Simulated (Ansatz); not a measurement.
Two isomers of CH4F2OSi: A = `OC[SiH](F)F`, B = `C[Si](O)(F)F`.

Program: Ansatz. Geometries: PBE0-D4/def2-TZVP. ΔE: electronic, gas phase. CBS: MP2 limit from def2 TZ/QZ plus the TZ coupled-cluster correction, frozen cores. Functionals use def2-TZVPP. B3LYP here is the variant with VWN-RPA as its local correlation; programs differ in this. Each species was taken in one conformer, which may not be the lowest.

Which is lower in electronic energy at CCSD(T)/CBS, and by how much? (Best estimate.)

Computed: B, by 251.8 kJ/mol.

Give E(B) − E(A) in kJ/mol with B3LYP-D4, B2PLYP, CCSD(T)/def2-TZVPP, HF/def2-TZVPP, PBE-D4, MP2/def2-TZVPP, ωB97M-V. (Estimate.)

Computed: B3LYP-D4 -243.5, B2PLYP -249.2, CCSD(T)/def2-TZVPP -249.8, HF/def2-TZVPP -254.4, PBE-D4 -233.6, MP2/def2-TZVPP -258.2, ωB97M-V -248.8. None reverses the order clearly.

Largest T1 diagnostic: 0.011.

From PBE to PBE0 (25 % exact exchange), in def2-TZVPP and without D4, E(B) − E(A) moves by −9.4 kJ/mol.
